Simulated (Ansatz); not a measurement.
C$_{3}$H$_{6}$BF$_{3}$ (SMILES CB(C)C(F)(F)F), singlet, at a GFN2-xTB geometry; Ansatz (an electronic-structure program) with CASSCF(2,2)/STO-3G.

Here is a job for Ansatz.
Ansatz 0.2 input:
```yaml
crystal:
  periodic: [false, false, false]
  atoms:
    - {symbol: B, position_ang: [0.35151695, 0.77575433, 0.48191223]}
    - {symbol: C, position_ang: [-0.22367578, -0.52585340, -0.30646774]}
    - {symbol: F, position_ang: [-1.56931311, -0.64479088, -0.19692778]}
    - {symbol: F, position_ang: [0.27253989, -1.71519533, 0.10482942]}
    - {symbol: F, position_ang: [0.02948313, -0.47570373, -1.63712407]}
    - {symbol: C, position_ang: [1.41163653, 0.52628535, 1.59491501]}
    - {symbol: H, position_ang: [1.05268885, -0.20408849, 2.32068240]}
    - {symbol: H, position_ang: [1.72235190, 1.41766694, 2.13157795]}
    - {symbol: H, position_ang: [2.30244814, 0.06723689, 1.16268705]}
    - {symbol: C, position_ang: [-0.22626547, 2.14875958, 0.02493340]}
    - {symbol: H, position_ang: [-1.30788328, 2.16785171, 0.16815077]}
    - {symbol: H, position_ang: [-0.08580503, 2.28976606, -1.04750489]}
    - {symbol: H, position_ang: [0.19405393, 3.00885577, 0.53756368]}
basis:
  gaussian:
    orbitals: STO-3G
hamiltonian:
  xc: hf
magnetization: {spin_polarized: false}
correlation: {active_space: {window: {electrons: 2, orbitals: 2}}}
```

The log (banner, timings and long lists left out):

```
Functional definition: HF
586 factors; integrals over basis functions are off by at most 8.2e-5 eV
mean field evaluation 1: about -11810.1525 eV, gradient 3.9e1 eV
mean field evaluation 2: about -11810.4680 eV, gradient 3.9e1 eV
mean field evaluation 4: about -11815.8929 eV, gradient 2.6e0 eV
mean field evaluation 8: about -11815.9269 eV, gradient 3.4e-5 eV
mean field -11815.92685793 eV, -434.2273029059 hartree, gradient 1.3e-6 eV, S^2 0.000000; 0 other end points of the search recorded, 0 dependent functions left out
reference -11815.92685793 eV, -434.2273029059 hartree; 28, 28 occupied and 13, 13 virtual orbitals, 586 factors
state -11816.50648938 eV, -434.2486039690 hartree
Total energy: -11816.50648938 eV, -434.2486039690 hartree
```
